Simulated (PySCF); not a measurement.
A GIAO shielding run with PySCF 2.14 (density fitting, non-relativistic, gas phase) on SMILES CC(C)Cn1ccnn1, C6H11N3:

```
{"job": {"kind": "nmr", "xc": "PBE0", "basis": "pcSseg-1"}, "charge": 0, "multiplicity": 1}
C     -2.252521     0.690604    -0.925278
C     -1.039631     0.379206    -0.053383
C     -1.417392    -0.560751     1.087299
C      0.069333    -0.246948    -0.915913
N      1.307127    -0.353163    -0.198222
C      2.253967     0.594385    -0.016001
C      3.194644    -0.016443     0.780234
N      2.772134    -1.268732     1.034002
N      1.650026    -1.458581     0.450674
H     -2.625924    -0.219124    -1.389885
H     -3.048103     1.118331    -0.321080
H     -1.999706     1.400453    -1.709954
H     -0.656102     1.315612     0.368756
H     -2.112615    -0.073712     1.766504
H     -0.537076    -0.862524     1.649815
H     -1.889917    -1.457430     0.693123
H      0.236098     0.359056    -1.811230
H     -0.221099    -1.257667    -1.211940
H      2.193136     1.570097    -0.449671
H      4.118472     0.358009     1.169113
```

Hardware: 1 thread of an Arm Neoverse V2, shared host. The job also computes population analyses, field gradients, ring-centre shieldings.

(1) How large is the calculation?

(2) How long does it take?

## Answers

(1) 68 electrons, 208 basis functions and 1060 auxiliary functions.

(2) 30 s of wall time, with 14 SCF cycles and 5 response iterations. Times on a shared host scatter by some tens of per cent.
